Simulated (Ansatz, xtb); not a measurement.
**Isomers of B2FH4OSi in order of energy**

7 gas-phase structures of B2FH4OSi, found in a search over its isomers (lower ones may exist). Each was relaxed with GFN2-xTB; where two conformers were screened, the lower at r2SCAN-D4/def2-SVP is listed:

A. `BO[SiH]BF`, a doublet
B. a doublet given by its coordinates
C. `B[SiH]OBF`, a doublet
D. `BO[Si](B)F`, a doublet
E. a doublet given by its coordinates
F. `BOB(F)[SiH2]`, a doublet
G. `FBBO[SiH2]`, a doublet

E (Å):

```xyz
9

B    -2.9472   -2.5203    0.1878
B    -1.4362   -0.4056   -0.1184
F    -3.1561   -3.1669   -0.9760
O    -2.2158   -1.4576    0.1862
Si    0.4557   -0.5839   -0.1207
H    -3.4496   -2.9795    1.1476
H    -1.9935    0.6143   -0.3429
H     1.4275    0.4756   -0.3962
H     1.2385   -1.7918    0.1523
```

Close contacts (Å): B1–F3 1.35, B1–O4 1.29, B2–O4 1.34, B2–Si5 1.90, B1–H6 1.18, B2–H7 1.18, Si5–H8 1.46, Si5–H9 1.46.

B (Å):

```xyz
9

B    -2.7535   -2.2379    1.9050
B    -0.6676   -0.8969    1.0609
F     1.8693   -0.7218   -0.5965
O    -1.7230   -1.5865    1.4813
Si    0.6060   -1.6482   -0.1160
H    -2.6775   -2.8850    2.8945
H    -3.7719   -2.1893    1.3018
H    -0.5561    0.2150    1.4576
H     0.9053   -2.8750   -0.8372
```

Close contacts (Å): B1–O4 1.29, B2–O4 1.33, B2–Si5 1.89, F3–Si5 1.64, B1–H6 1.18, B1–H7 1.18, B2–H8 1.19, Si5–H9 1.45.

Problem. Make a reasoned guess at their ranking by r2SCAN-D4/def2-SVP single-point energy.

Solution. Calculated order at r2SCAN-D4/def2-SVP: E (0.000), F (0.138), C (0.335), B (0.829), D (0.846), A (0.974), G (1.670) eV. Less than 1 kcal/mol parts B and D, so the order within that pair means little.

Energies above the lowest of each column, in eV; the last columns are at B3LYP-D3(BJ)/def2-SVP geometries and were run for some of them only (a dash: not run or not comparable):

| structure | GFN2-xTB | HF/STO-3G | r2SCAN-D4/def2-SVP | B3LYP-D3(BJ)/def2-SVP | CCSD(T)/def2-SVP + ΔMP2/def2-TZVPP |
| --- | --- | --- | --- | --- | --- |
| E | 0.480 | 0.000 | 0.000 | 0.000 | 0.000 |
| F | 0.693 | 0.039 | 0.138 | 0.124 | 0.105 |
| C | 0.081 | 0.924 | 0.335 | 0.321 | 0.006 |
| B | 0.188 | 1.580 | 0.829 | 0.717 | – |
| D | 0.000 | 2.207 | 0.846 | – | – |
| A | 0.389 | 1.313 | 0.974 | – | – |
| G | 1.227 | 2.109 | 1.670 | – | – |

CCSD(T)/def2-SVP + ΔMP2/def2-TZVPP puts E lowest of those it was run on, with C within 1 kcal/mol; GFN2-xTB picks D. CCSD(T)/def2-SVP + ΔMP2/def2-TZVPP orders those it was run on as E (0.000), C (0.006), F (0.105) eV. Less than 1 kcal/mol parts E and C, so the order within that pair means little. Some further structures that were screened fall inside this span and aren't listed. Flexible structures stand in one conformer each, not always the lowest. Frequencies (B3LYP-D3(BJ)/def2-SVP) were run for C, E, F alone. The ΔMP2 step shifts differences by up to 0.302 eV, which makes them less sure. Open shells are spin-unrestricted. ΔMP2 is the change of the MP2 energy from the smaller to the larger basis.

Over these structures GFN2-xTB departs from r2SCAN-D4/def2-SVP by 0.437 eV on average once a common shift is removed. A GFN2-xTB relaxation took about 0.14 s and the r2SCAN-D4/def2-SVP energy about 3.3 s on a shared host (Ansatz 0.2.0, xtb 6.7.1).
